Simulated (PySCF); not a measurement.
UHF on Ne⁺ (neon, charge +1), [He] 2s1 2p5 3d1, one real determinant (an excited configuration). All numbers are calculated (PySCF 2.14, the spin-free X2C one-electron Hamiltonian (Gaussian nucleus), in dyall-av3z (15s9p3d2f, 71 functions)).

```
cycle= 1 E= -125.324608165324  delta_E= -0.00301  |g|= 0.0196  |ddm|= 0.242
cycle= 2 E= -125.325228460351  delta_E= -0.00062  |g|= 0.013  |ddm|= 0.167
cycle= 3 E= -125.325646446326  delta_E= -0.000418  |g|= 0.0104  |ddm|= 0.184
cycle= 4 E= -125.32618102006  delta_E= -0.000535  |g|= 0.0108  |ddm|= 0.198
cycle= 5 E= -125.330090102163  delta_E= -0.00391  |g|= 0.0127  |ddm|= 3.46
cycle= 6 E= -125.330023829114  delta_E= 6.63e-05  |g|= 0.00976  |ddm|= 0.125
cycle= 7 E= -125.330555130161  delta_E= -0.000531  |g|= 0.0055  |ddm|= 2.13
cycle= 8 E= -125.330564658539  delta_E= -9.53e-06  |g|= 0.00313  |ddm|= 0.367
cycle= 9 E= -125.330563096424  delta_E= 1.56e-06  |g|= 0.00117  |ddm|= 0.0106
cycle= 10 E= -125.330563151884  delta_E= -5.55e-08  |g|= 8.62e-05  |ddm|= 0.0515
cycle= 11 E= -125.330563158347  delta_E= -6.46e-09  |g|= 0.000146  |ddm|= 0.0103
cycle= 12 E= -125.330563154611  delta_E= 3.74e-09  |g|= 1.1e-06  |ddm|= 0.00206
cycle= 13 E= -125.330563154612  delta_E= -2.7e-13  |g|= 1.13e-07  |ddm|= 1.58e-05
converged SCF energy = -125.330563154612  <S^2> = 3.7537757  2S+1 = 4.0018874
```

Highest occupied orbital energy: 5.616 eV; ⟨L²⟩ = 6.42; populations by l: s 3.26, p 5.00, d 0.74, f 0.00.

Q: Can this result be used?

A: Not for this state. The calculation finished and met its thresholds. ⟨L²⟩ = 6.42 against 12 for a pure F term, so this real determinant mixes terms. The outer electron is Rydberg-like, and this basis confines it to a smaller radius and binds it less than a complete one would. The s, p, d and f populations moved away from the nominal configuration during the SCF. At UHF the highest occupied level has a positive energy, so only the finite basis holds that electron; for this excited configuration the basis is too tight for the outer shell.
